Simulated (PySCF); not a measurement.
# Working out the ionisation energy of Tc

Tc [Kr] 4d5 5s2 (6S) → Tc⁺ [Kr] 4d5 5s1 (7S). Computed with PySCF 2.14 in def2-SVP with the def2 core potential (28 electrons) (5s3p2d1f, 31 functions), with a scalar-relativistic core potential. Frozen: 4s2 4p6. Energies in hartree (1 hartree = 27.21139 eV):

```
             part  Tc (lower)  Tc⁺ (upper)
              UHF  -80.091325   -79.887585
MP2 opposite-spin   -0.033573     0.000000
    MP2 same-spin   -0.051090    -0.051471
```

Q: What does Hartree-Fock give?

A: (-79.887585) − (-80.091325) = 0.203740 hartree = 5.544 eV.

Q: What do MP2 and SCS-MP2 (6/5 opposite-spin, 1/3 same-spin) give?

A: The opposite-spin parts differ by 0.914 eV and the same-spin parts by -0.010 eV. MP2: 5.544 + (0.914) + (-0.010) = 6.448 eV. SCS-MP2: 5.544 + 1.2 × (0.914) + (-0.010)/3 = 6.637 eV.

Measured between the centres of the two terms (NIST): 7.119 eV, so MP2 (valence) is off by -0.671 eV.

A double-zeta basis recovers only part of the correlation energy.

What remains against the reference includes basis incompleteness, the frozen core and correlation beyond second order.
